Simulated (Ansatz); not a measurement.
`[BH2][SnH2][SiH3]` + H₂ → `[SiH3][SnH3]` + BH₃  (hydrogenolysis of the Sn–B bond)

Program: Ansatz. Geometries: PBE0-D4/def2-TZVP. ΔE: electronic, gas phase. CCSD(T)/CBS is the MP2 limit (def2-TZVPP, def2-QZVPP) plus CCSD(T) − MP2 in def2-TZVPP, frozen cores. This one scheme is used for every species. Elements past krypton have def2 core potentials. For Sn outer-core shells are correlated without core-valence functions, which leaves a few kJ/mol of doubt a bond.

`[BH2][SnH2][SiH3]`:

Z-matrix (Å, degrees):
```
Sn
Si 1 2.574
B 1 2.234 2 108.3
H 1 1.711 2 107.5 3 -122.4
H 1 1.711 2 107.4 3 122.4
H 2 1.487 1 110.2 3 -60.2
H 2 1.487 1 110.2 3 59.4
H 2 1.487 1 110.4 3 179.6
H 3 1.194 1 120.7 2 -88.7
H 3 1.194 1 120.6 2 87.9
```

H₂:

Z-matrix (Å, degrees):
```
H
H 1 0.746
```

`[SiH3][SnH3]`:

Cartesian coordinates in Å:
```
Si 0.367 -0.001 1.263
Sn -0.347 0.001 -1.196
H -0.035 1.274 1.914
H 1.843 -0.148 1.369
H -0.279 -1.130 1.983
H -2.042 0.156 -1.333
H 0.117 -1.453 -1.963
H 0.376 1.300 -2.036
```

BH₃:

Z-matrix (Å, degrees):
```
B
H 1 1.193
H 1 1.193 2 120.0
H 1 1.193 2 120.0 3 180.0
```

```
            species  CCSD(T)/CBS(def2) energy (Eh)
`[BH2][SnH2][SiH3]`                     -532.05307
                 H₂                       -1.17544
     `[SiH3][SnH3]`                     -506.68362
                BH₃                      -26.55200
```

Work out ΔE.

ΔE = (-506.68362) + (-26.55200) − (-532.05307) − (-1.17544) = -0.00711 Eh = -18.7 kJ/mol.

Largest T1 diagnostic among the species: 0.014.

At CCSD(T), def2-SVP lies −13.5 kJ/mol from the extrapolated value and def2-TZVPP −4.8 kJ/mol. In def2-TZVPP, CCSD(T) changes the Hartree–Fock value by +29.5 kJ/mol (the triples alone add +4.8 kJ/mol) and MP2 by +33.7 kJ/mol. From PBE to PBE0 (25 % exact exchange), in def2-TZVPP and without D4, ΔE moves by −6.7 kJ/mol.
